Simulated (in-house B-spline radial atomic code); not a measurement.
Configurations of Si4+, with energies counted from [He] 2s2 2p6. Level of theory: Dirac-Hartree-Fock, average of configuration, Fermi nucleus of rms radius 3.1224 fm; calculated with a radial B-spline atomic code at the basis-set limit. Energies include first-order Breit, QED and recoil terms.

Occupations are held fixed; configurations that lie above the ionisation limit could autoionise.

| configuration | E - E(ref) (eV) | highest orbital | its <r> (bohr) |
| --- | --- | --- | --- |
| [He] 2s2 (2p1/2)2 (2p3/2)3 (3d5/2)1 | 125.78 | 3d5/2 | 1.951 |
| [He] 2s2 (2p1/2)2 (2p3/2)3 4s1 | 134.97 | 4s1/2 | 3.401 |
| [He] 2s2 (2p1/2)2 (2p3/2)3 (5f5/2)1 | 151.56 | 5f5/2 | 6.287 |
| [He] 2s2 (2p1/2)2 (2p3/2)3 (5g9/2)1 | 151.58 | 5g9/2 | 5.5 |
| [He] 2s2 (2p1/2)1 (2p3/2)4 (6g7/2)1 | 156.36 | 6g7/2 | 8.799 |
| [He] 2s1 2p6 (4f7/2)1 | 196.7 | 4f7/2 | 3.592 |

Order these further configurations by energy, lowest first.
A. [He] 2s2 (2p1/2)1 (2p3/2)4 5s1
B. [He] 2s1 2p6 (5f7/2)1
C. [He] 2s2 (2p1/2)1 (2p3/2)4 (4p3/2)1
D. [He] 2s2 (2p1/2)1 (2p3/2)4 (5d3/2)1
E. [He] 2s2 (2p1/2)2 (2p3/2)3 6s1

C (139.13 eV), A (147.92 eV), D (151.78 eV), E (153.36 eV), B (204.35 eV).

How far above the reference does [He] 2s2 (2p1/2)2 (2p3/2)3 3s1 lie?

103.08 eV; its least bound orbital is 3s1/2 with <r> = 1.676 bohr.

How far above the reference does [He] 2s1 2p6 (4d5/2)1 lie?

195.86 eV; its least bound orbital is 4d5/2 with <r> = 3.987 bohr.
